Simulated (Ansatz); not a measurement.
Born–Oppenheimer molecular dynamics of CH5B2FO (10 atoms, charge 0, multiplicity 1). It starts from a relaxed structure.

Computed with Ansatz 0.2.0, RKS LDA/STO-3G.

* ensemble: NVT, Langevin thermostat
* time step: 1 fs
* steps asked: 427
* set temperature: 500 K
* friction: 0.05 /fs
* seed: 303564

First frame:

```xyz
10
Properties=species:S:1:pos:R:3
O -2.106 -0.355 -0.163
B -0.817 -0.757 -0.266
C 0.353 -0.116 0.569
B 1.271 0.699 -0.410
F 1.218 2.010 -0.451
H -2.160 0.399 0.531
H -0.625 -1.624 -1.039
H -0.027 0.500 1.403
H 0.960 -0.945 0.974
H 2.016 0.139 -1.144
```

**Question.** What does the run give?

**Answer.** The run went to its last step.

```
steps done                                               : 427
time covered                                             : 427 fs
mean temperature over the second half                    : 474 K
spread of the potential energy over the second half      : 14.0 meV per atom
mean potential energy of the second half above the start : 52.6 meV per atom
```

A run of 0.43 ps of so small a system gives no equilibrium averages. Limits of this set-up: minimal basis.

**Question.** What happens to the structure?

**Answer.** The same pairs are bonded in the first frame and the last. Pairs count as bonded within 1.25 times the sum of covalent radii (0.12 Å more for H–H). This is one draw of velocities; another would differ in detail.

**Question.** How do temperature and energy run in time?

**Answer.** 
```tsv
time (fs)	T (K)	potential energy less start (eV)
0.0	450	0.000
14.0	462	0.191
28.0	734	0.238
42.0	745	0.593
56.0	531	0.460
70.0	561	0.603
84.0	570	0.495
98.0	523	0.707
112.0	390	0.607
126.0	678	0.434
140.0	510	0.426
154.0	519	0.801
168.0	460	0.369
182.0	300	0.540
196.0	429	0.461
210.0	417	0.233
224.0	566	0.318
238.0	659	0.282
252.0	564	0.412
266.0	666	0.403
280.0	546	0.678
294.0	519	0.578
308.0	357	0.904
322.0	523	0.756
336.0	619	0.437
350.0	751	0.361
364.0	354	0.497
378.0	390	0.480
392.0	395	0.460
406.0	189	0.411
420.0	665	0.362
```

The run took 17 min on 1 thread of Intel(R) Xeon(R) Processor @ 2.50GHz (Skylake/Cascade Lake) (shared host), peak memory 0.09 GiB.
